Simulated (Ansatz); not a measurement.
C2H6GeO2 (`O=C(O)[CH2][GeH3]`). The species carries charge 0 and has multiplicity 1. Geometry: relaxed with PBE0-D4/def2-TZVP. It is one conformer, not always the lowest.

```xyz
11

O    -0.630    1.339   -1.648
C    -0.887    0.645   -0.701
O    -1.766    1.021    0.249
C    -0.276   -0.676   -0.403
Ge    1.340   -0.470    0.718
H    -2.084    1.898   -0.009
H    -0.971   -1.320    0.136
H     0.030   -1.145   -1.337
H     0.955    0.160    2.063
H     2.355    0.417   -0.014
H     1.932   -1.869    0.948
```

Question: What is the dipole moment at r2SCAN/def2-TZVPP? (An estimate is asked.)

Answer: Ansatz gave: 1.75 D, with components (-0.36, -1.02, 1.38) D in this frame, pointing from negative to positive charge.

Question: And with PBE, B3LYP, ωB97M-V? (Estimate.)

Answer: Ansatz gave: PBE 1.68 D, B3LYP 1.76 D, ωB97M-V 1.76 D.

Question: Give the Mulliken charges with r2SCAN, ωB97M-V, B3LYP in def2-TZVPP. (An estimate is asked.)

Answer: The calculation gave: 
```tsv
atom	r2SCAN	ωB97M-V	B3LYP
O1	-0.35	-0.33	-0.31
C2	0.31	0.29	0.27
O3	-0.29	-0.26	-0.27
C4	-0.22	-0.36	-0.27
Ge5	0.13	0.08	0.13
H6	0.22	0.20	0.21
H7	0.10	0.15	0.12
H8	0.10	0.15	0.13
H9	0.00	0.02	0.00
H10	0.00	0.03	0.01
H11	-0.01	0.02	-0.01
```

B3LYP here is the variant with VWN-RPA as its local correlation; programs differ in this.
